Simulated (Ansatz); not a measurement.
Mulliken charges of B₂ClF₂HOSi, SMILES `FB(Cl)B1O[SiH]1F` from B3LYP/def2-TZVPP in Ansatz (PBE0-D4/def2-TZVP geometry).

```json
{"atom": "F1", "x (Å)": "-1.983", "y (Å)": "-1.835", "z (Å)": "0.968", "charge (e)": "-0.196"}
{"atom": "B2", "x (Å)": "-0.859", "y (Å)": "-1.651", "z (Å)": "0.306", "charge (e)": "0.406"}
{"atom": "Cl3", "x (Å)": "0.072", "y (Å)": "-3.066", "z (Å)": "-0.141", "charge (e)": "-0.122"}
{"atom": "B4", "x (Å)": "-0.239", "y (Å)": "-0.127", "z (Å)": "-0.038", "charge (e)": "-0.022"}
{"atom": "O5", "x (Å)": "-0.282", "y (Å)": "0.736", "z (Å)": "-1.086", "charge (e)": "-0.271"}
{"atom": "Si6", "x (Å)": "0.774", "y (Å)": "1.471", "z (Å)": "0.045", "charge (e)": "0.553"}
{"atom": "F7", "x (Å)": "2.266", "y (Å)": "1.575", "z (Å)": "-0.493", "charge (e)": "-0.296"}
{"atom": "H8", "x (Å)": "0.344", "y (Å)": "2.840", "z (Å)": "0.385", "charge (e)": "-0.052"}
```

**Question.** By hand: the dipole of these point charges (1 e Å = 4.8032 D).

**Answer.** Σ q r = (-0.148, 0.066, 0.398) e Å, of length 0.430 e Å = 2.07 D.

**Question.** How does the dipole of the full density compare? (Best estimate.)

**Answer.** Computed: (-0.031, 0.215, 0.202) e Å, 1.42 D; the point charges give 1.46 times that, at 39° from its direction.

Point charges leave out the atoms' own dipoles, such as those of lone pairs, and Mulliken's split depends on the basis, so the two needn't agree.

B3LYP here is the variant with VWN-RPA as its local correlation; programs differ in this.
